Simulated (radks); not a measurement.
Question: Species: W2+. Configuration: [Xe] 4f14 5d2 6p2 (not the ground configuration). Calculated with a radial shooting solver on a logarithmic mesh with Libxc functionals: scalar-relativistic Kohn-Sham, LDA (Slater exchange, Perdew-Wang correlation), spin-polarised, spherical densities, finite nucleus; open shells are filled with parallel spins first (spin-orbit coupling, left out, can overturn this in heavy ions); Fermi nuclear charge, rms radius 5.3658 fm. Some entries of the table are withheld. Estimate them.

| orbital | occ. | eigenvalue (eV) | <r> (bohr) | <1/r> (bohr^-1) |
|---|---|---|---|---|
| 1s up | 1 | -69436.96 | 0.01836 | 86.98 |
| 1s down | 1 | -69436.93 | 0.01836 | 86.98 |
| 2s up | 1 | -12007.92 | 0.07762 | 20.34 |
| 2s down | 1 | -12007.80 | 0.07762 | 20.34 |
| 2p up | 3 | -10511.95 | 0.06946 | 18.44 |
| 2p down | 3 | -10511.84 | 0.06946 | 18.44 |
| 3s up | 1 | -2784.552 | 0.2013 | 7.530 |
| 3s down | 1 | -2784.490 | 0.2013 | 7.530 |
| 3p up | 3 | -2341.339 | 0.2014 | 6.957 |
| 3p down | 3 | -2341.271 | 0.2014 | 6.957 |
| 3d up | 5 | -1829.745 | 0.1824 | 6.575 |
| 3d down | 5 | -1829.652 | 0.1824 | 6.575 |
| 4s up | 1 | -593.9308 | 0.4499 | 3.204 |
| 4s down | 1 | -593.7986 | 0.4499 | 3.204 |
| 4p up | 3 | -448.4235 | 0.4783 | 2.911 |
| 4p down | 3 | -448.2869 | 0.4783 | 2.911 |
| 4d up | 5 | -263.7373 | 0.5117 | 2.590 |
| 4d down | 5 | -263.5694 | 0.5115 | 2.590 |
| 5s up | 1 | -104.8255 | 1.062 | 1.260 |
| 5s down | 1 | -103.7456 | 1.058 | 1.265 |
| 5p up | 3 | -68.5812 | (1) | (2) |
| 5p down | 3 | -67.2046 | (3) | (4) |
| 4f up | 7 | -58.9551 | 0.6068 | 2.085 |
| 4f down | 7 | -58.6445 | 0.6040 | 2.091 |
| 5d up | 2 | -27.5017 | 1.741 | 0.7394 |
| 5d down | 0 | -25.5135 | 1.717 | 0.7510 |
| 6p up | 2 | -16.9445 | (5) | 0.4003 |
| 6p down | 0 | -14.7523 | (6) | 0.3863 |

Answer: 
(1) 5p up <r> (bohr): 1.231
(2) 5p up <1/r> (bohr^-1): 1.067
(3) 5p down <r> (bohr): 1.224
(4) 5p down <1/r> (bohr^-1): 1.074
(5) 6p up <r> (bohr): 3.167
(6) 6p down <r> (bohr): 3.279
